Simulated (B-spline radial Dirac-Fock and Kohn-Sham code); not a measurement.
# Tb: computed levels beside tabulated edges

Method: relaxed Dirac-Fock hole states (ΔSCF) with Breit and QED corrections and a finite nucleus. Computed with a radial atomic solver. The model has no electron correlation.

Input file task.json (cfg lists n, l and occupation; rrms is the nuclear radius in fm):

```json
{"items": [{
  "Z": 65,
  "q": 0,
  "cfg": [[1, 0, 2], [2, 0, 2], [2, 1, 6], [3, 0, 2], [3, 1, 6], [3, 2, 10], [4, 0, 2], [4, 1, 6], [4, 2, 10], [4, 3, 9], [5, 0, 2], [5, 1, 6], [6, 0, 2]],
  "A": 159,
  "rrms": 5.06,
  "do": ["binding"],
  "screen": [5, 2]
}]}
```

Launch: `python xray_run.py task.json out`

Two models are given for [Xe] 4f9 6s2. In the first the electron is removed to infinity. In the second it is placed in the 5d shell, so that the atom stays neutral; this mimics a hole screened by valence charge, or the onset of absorption below the ionisation limit. The tabulated edges (Elam, Ravel and Sieber, Radiat. Phys. Chem. 63, 121 (2002)) refer to the element in its standard state, with the Fermi level as zero for a metal.

```tsv
level	ionised (eV)	screened (eV)	tabulated (eV)
1s	51996.5	51991.4	51996.0
2s	8715.8	8710.6	8708.0
2p1/2	8254.7	8249.5	8252.0
2p3/2	7516.7	7511.5	7514.0
3s	1969.2	1964.0	1968.0
3p1/2	1769.9	1764.7	1768.0
3p3/2	1615.0	1609.9	1611.0
3d3/2	1276.0	1270.9	1276.9
3d5/2	1243.1	1238.0	1241.1
4s	407.5	402.3	396.0
4p1/2	328.3	323.1	322.4
4p3/2	294.1	288.9	284.1
4d3/2	162.9	157.8	150.5
4d5/2	156.8	151.6	150.5
5s	55.60	50.47	45.60
5p1/2	31.91	27.11	28.70
5p3/2	27.56	22.85	22.60
```

Q: Which of the two models lies closer to the table on average?

A: The screened model lies closer: the mean absolute deviations are 5.2 eV (ionised) and 3.3 eV (screened). Screening lowers the levels by 5.1 eV on average.
